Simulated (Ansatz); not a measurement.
Calculated with Ansatz (gas phase, PBE0-D4/def2-TZVP geometries, no zero-point term in ΔE). CCSD(T)/CBS adds triple-zeta CCSD(T) − MP2 to the extrapolated MP2 energy (def2 sets, frozen cores). This one scheme is used for every species, atoms too. DFT in def2-TZVPP. No spin–orbit coupling; open shells (•) take unrestricted orbitals. Spin–orbit coupling would lower the free atoms: a little for C, S, Si. Each species was taken in one conformer, which may not be the lowest.

`C=C([SiH3])C=S` → 3 C• + 6 H• + S• + Si•  (atomization)

`C=C([SiH3])C=S`:

Z-matrix (Å, degrees):
```
Si
C 1 1.876
H 1 1.486 2 110.4
H 1 1.487 2 109.7 3 -119.0
H 1 1.484 2 108.7 3 120.6
C 2 1.463 1 118.2 3 61.1
C 2 1.339 1 120.8 3 -121.2
S 6 1.617 2 127.0 1 -155.4
H 6 1.094 2 114.8 1 23.3
H 7 1.084 2 121.8 1 2.2
H 7 1.087 2 120.6 1 -177.0
```

**Question.** What is ΔE at CCSD(T)/CBS? (Best estimate.)

**Answer.** Computed: +42.65 eV.

**Question.** What do these levels give: PBE0-D4, ωB97X-V, B2PLYP, r2SCAN, HF/def2-TZVPP, CCSD(T)/def2-TZVPP? (Best estimate.)

**Answer.** Computed: PBE0-D4 42.88, ωB97X-V 42.74, B2PLYP 42.22, r2SCAN 42.77, HF/def2-TZVPP 31.17, CCSD(T)/def2-TZVPP 41.55 eV.

Largest T1 diagnostic among the species: 0.016.

In def2-TZVPP, CCSD(T) changes the Hartree–Fock value by +10.39 eV (the triples alone add +0.78 eV) and MP2 by +10.99 eV; breaking electron pairs costs correlation energy, which Hartree–Fock lacks. The D4 term adds +0.46 eV with B3LYP and +0.24 eV with PBE0; it sums over pairs of atoms, weighted by their polarisabilities, and B3LYP, whose exchange is more repulsive, gets the larger term. From PBE to PBE0 (25 % exact exchange), in def2-TZVPP and without D4, ΔE moves by −0.72 eV: exact exchange takes away binding that semilocal exchange gives to molecules.

B3LYP here is the variant with VWN-RPA as its local correlation; programs differ in this.

For atomizations the MP2-based limit and the directly extrapolated one differ by several kJ/mol either way, and by 10 to 25 for some Ge, Se and Sn compounds, so smaller differences from it don't rank the levels.
